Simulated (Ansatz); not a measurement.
Born–Oppenheimer molecular dynamics of H10O2Si4 (16 atoms, charge 0, multiplicity 1). It starts from a relaxed structure.

All numbers below come from RKS PBE0-D4/6-31G (Ansatz 0.2.0).

```json
{
 "ensemble": "NVT, Langevin thermostat",
 "time step": "1 fs",
 "steps asked": "100",
 "set temperature": "300 K",
 "friction": "0.01 /fs",
 "masses": "H 2.014 u",
 "seed": "480057"
}
```

First frame:

```xyz
16
Properties=species:S:1:pos:R:3
Si -0.073 0.213 0.261
O 0.298 0.388 1.945
H -0.371 0.608 2.611
Si 2.039 -0.263 -0.664
H 2.614 -1.502 -0.040
H 1.899 -0.485 -2.146
H 2.971 0.894 -0.437
Si -1.216 2.101 -0.574
H -2.490 2.315 0.198
H -0.366 3.336 -0.446
H -1.554 1.895 -2.023
O -1.153 -1.073 0.006
Si -1.613 -2.712 0.001
H -2.096 -3.116 1.368
H -2.721 -2.885 -0.997
H -0.447 -3.583 -0.389
```

Q: How far do the bonds stretch over the last three quarters of this one trajectory? (Pairs bonded in most of those frames.)

A: 
```csv
bond,mean (Å),spread (Å),shortest,longest
Si1–O2,1.736,0.020,1.70,1.77
Si1–Si4,2.387,0.029,2.33,2.43
Si1–Si8,2.368,0.044,2.31,2.43
Si1–O12,1.708,0.032,1.66,1.77
O2–H3,0.970,0.018,0.94,1.00
Si4–H5,1.503,0.018,1.47,1.53
Si4–H6,1.518,0.087,1.38,1.65
Si4–H7,1.504,0.037,1.45,1.56
Si8–H9,1.518,0.036,1.46,1.59
Si8–H10,1.510,0.018,1.48,1.55
Si8–H11,1.507,0.016,1.47,1.53
O12–Si13,1.711,0.028,1.66,1.75
Si13–H14,1.502,0.021,1.46,1.54
Si13–H15,1.510,0.011,1.49,1.53
Si13–H16,1.516,0.039,1.44,1.58
```

Mean temperature of the second half: 297 K. A run of 0.1 ps of so small a system gives no equilibrium averages. Limits of this set-up: no polarisation functions.

Run time: 9.8 min on 1 thread of Intel(R) Xeon(R) Platinum 8559C (Emerald Rapids), on a shared host, peak memory 0.25 GiB.
